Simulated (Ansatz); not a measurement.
Species: C3H8O2Si (charge 0, singlet). SMILES: C[SiH](C)OC=O
Geometry from a B3LYP-D3(BJ)/def2-TZVP (Ansatz, a first-principles code) optimisation:
```xyz
14

C     -0.8197     1.8291    -0.0673
Si    -0.6109     0.1485     0.7038
C     -1.6202    -1.1749    -0.1283
O      1.0430    -0.2923     0.7050
C      1.7474    -0.4573    -0.4134
O      1.3232    -0.3216    -1.5300
H     -0.1737     2.5658     0.4140
H     -0.5785     1.7994    -1.1303
H     -1.8529     2.1676     0.0434
H     -0.8992     0.1959     2.1536
H     -1.3855    -1.2289    -1.1917
H     -1.4312    -2.1529     0.3183
H     -2.6860    -0.9585    -0.0200
H      2.7850    -0.7384    -0.1861
```

Atomisation energy built up term by term with Ansatz (kcal/mol; UHF references for open shells; valence terms freeze the core; atomic spin-orbit terms are left out). Basis-set limits of correlation are two-point, X^-3; Hartree-Fock from the larger set.

```
term                                            basis  kcal/mol
-----------------------  ----------------------------  --------
Hartree-Fock                              cc-pV(Q+d)Z    986.28
CCSD correlation         CBS(cc-pV(T+d)Z,cc-pV(Q+d)Z)    334.64
(T)                      CBS(cc-pV(T+d)Z,cc-pV(Q+d)Z)     22.45
core correlation                            cc-pwCVTZ      4.09
scalar relativity (X2C)    cc-pVTZ-DK against cc-pVTZ     -1.71
sum: De                                                  1345.8
```

(T) makes 1.7 % of the CCSD(T) atomisation energy; under 5 % is typical of single-reference molecules.
